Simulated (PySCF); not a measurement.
C3H5N3, SMILES N#C/N=C\CN. Atoms are numbered in the order given.

```xyz
11

N      2.4544    -0.7118     0.6289
C      1.6270    -0.3755    -0.1206
N      0.7650    -0.0327    -1.0818
C     -0.3987     0.4369    -0.8172
C     -1.0341     0.6297     0.5352
N     -2.2821    -0.1074     0.6763
H     -1.0292     0.6776    -1.6887
H     -1.2349     1.7060     0.6810
H     -0.3300     0.3260     1.3266
H     -2.9907     0.2120     0.0162
H     -2.1413    -1.1047     0.5172
```
Charge 0, spin multiplicity 1.

Geometry optimised at B3LYP-D3(BJ)/def2-SVP. The structure was generated by enumeration; whether it is a known compound was not checked. The values are those of a single conformer.

Calculation: PBE/def2-TZVP (PySCF).

Atomic charges (e):

```
atom  Mulliken    IAO  Löwdin
----  --------  -----  ------
N1        0.00  -0.28    0.05
C2       -0.12   0.20   -0.32
N3       -0.13  -0.23    0.17
C4       -0.07   0.05   -0.19
C5       -0.08  -0.19   -0.33
N6       -0.45  -0.55   -0.12
H7        0.13   0.16    0.14
H8        0.13   0.17    0.15
H9        0.15   0.17    0.15
H10       0.22   0.26    0.15
H11       0.23   0.26    0.16
```

Give the Mayer and Wiberg (Löwdin basis) orders of the bonds. (An estimate is asked for; the answer gives what the named calculation found.)


```
bond    Mayer  Wiberg
------  -----  ------
N1–C2    3.00    3.24
C2–N3    1.24    1.65
N3–C4    1.80    2.10
C4–C5    1.00    1.26
C5–N6    1.02    1.47
C4–H7    0.94    0.84
C5–H8    0.93    0.84
C5–H9    0.94    0.84
N6–H10   0.93    0.95
N6–H11   0.93    0.95
```
